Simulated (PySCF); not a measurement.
Be(tBu)(NH2) (C4H11BeN), SMILES [Be]([C](C)(C)C)[NH2].

Coordinates come from a B3LYP-D3(BJ)/def2-SVP optimisation. The values are those of a single conformer.

Computed with TDDFT-PBE0/def2-SVPD run with PySCF.

Vertical excitations. Isolated molecule, no solvent.

Computed lowest excited states:
| state | energy (eV) | λ (nm) | f | main pairs |
|---|---|---|---|---|
| S1 | 5.90 | 210 | 0.059 | HOMO−1→LUMO 94 % |
| S2 | 5.91 | 210 | 0.022 | HOMO→LUMO 89 % |
| S3 | 5.97 | 208 | 0.031 | HOMO→LUMO+1 92 % |
| S4 | 6.06 | 205 | 0.000 | HOMO−1→LUMO+1 91 % |
| S5 | 6.60 | 188 | 0.026 | HOMO→LUMO+2 96 % |
| S6 | 6.86 | 181 | 0.050 | HOMO→LUMO+3 97 % |
| S7 | 7.27 | 171 | 0.008 | HOMO−1→LUMO+3 75 %, HOMO−1→LUMO+2 18 % |
| S8 | 7.27 | 170 | 0.030 | HOMO−1→LUMO+2 80 %, HOMO−1→LUMO+3 17 % |
| S9 | 7.31 | 170 | 0.006 | HOMO→LUMO+4 94 % |
| S10 | 7.33 | 169 | 0.000 | HOMO−1→LUMO+4 89 % |
| T1 | 5.42 | 229 | 0 | HOMO→LUMO+1 84 %, HOMO→LUMO+4 13 % |
| T2 | 5.55 | 223 | 0 | HOMO−1→LUMO 96 % |
| T3 | 5.68 | 218 | 0 | HOMO→LUMO 89 % |
| T4 | 5.95 | 208 | 0 | HOMO−1→LUMO+1 89 % |
Triplets are in the Tamm–Dancoff approximation, which puts them higher than full response would, so one can lie above its singlet here.
